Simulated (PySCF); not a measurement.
# How methods differ on the excitation energy of Mn

Mn [Ar] 3d5 4s2 (6S) → Mn [Ar] 3d7 (4F), as a difference of total energies. Computed with PySCF 2.14 in aug-cc-pwCVTZ-DK with one added diffuse shell each of s, p, d, f, g type (11s10p8d5f4g, 152 functions), with scalar relativity by spin-free X2C-1e. The calculations carry no spin-orbit coupling.

| method | excitation energy (eV) |
| --- | --- |
| UHF | 8.935 |
| M06 | 5.905 |
| TPSS | 4.281 |
| revPBE | 4.324 |
